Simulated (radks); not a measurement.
Valence configurations of the zirconium ion Zr+ (all share [Kr]). Method: non-relativistic Kohn-Sham, PBE, spin-polarised, spherical densities, point nucleus; open shells are filled with parallel spins first (spin-orbit coupling, left out, can overturn this in heavy ions); relativity is left out, which matters for an element this heavy; computed with a radial shooting solver on a logarithmic mesh with Libxc functionals. Energies are relative to 4d2 5s1; eigenvalues in eV for spin up.

valence          E (eV)  moment (Bohr magnetons)    e(4d)   e(5p)    e(5s)
4d3              -0.317                        3   -8.949       -        -
4d2 5s1           0.000                        3  -10.963       -  -10.238
4d1 5s2           2.259                        1  -12.931       -  -10.986
4d1.5 5s1 5p0.5   2.347                        3  -12.460  -7.385  -11.147
4d2 5p1           3.604                        3  -11.822  -7.172        -
4d1 5s1 5p1       5.077                        3  -13.953  -8.105  -12.031
4d0.5 5s2 5p0.5   5.332                        1  -14.498  -7.956  -11.923
4d0.5 5s1 5p1.5   8.199                        3  -15.434  -8.791  -12.880
5s2 5p1           8.804                        1        -  -8.686  -12.813
5s1 5p2          11.723                        3        -  -9.443  -13.697

NIST lists [Kr] 4d2 5s1 as the ground configuration; this level of theory puts 4d3 lower, by 0.317 eV. The energies are those of spherical high-spin densities, not of single terms. Relativity is left out, which favours d and f over s occupation in heavy atoms.
